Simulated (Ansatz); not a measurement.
Ansatz results at the PBE0-D4/def2-TZVP geometry: HOMO energy (ωB97M-V/def2-TZVPP) -9.04 eV; size of the dipole moment (ωB97M-V/def2-TZVPP) 1.87 D; zero-point energy (PBE0-D4/def2-TZVP) 189.5 kJ/mol.

Each molecule was computed in one conformer, which needn't be the lowest.

Task: Which molecule gave them?
A. `FC(I)[CH2][GaH2]`
B. `C#C[Se][SiH3]`
C. `N=CC(N)=O`
D. `[OH][Al]([OH])[CH]1B[SiH2]1`

Result: D. The others give `C#C[Se][SiH3]`: -8.86, 1.12, 116.7; `FC(I)[CH2][GaH2]`: -9.83, 2.09, 159.3; `N=CC(N)=O`: -9.98, 2.65, 180.1.
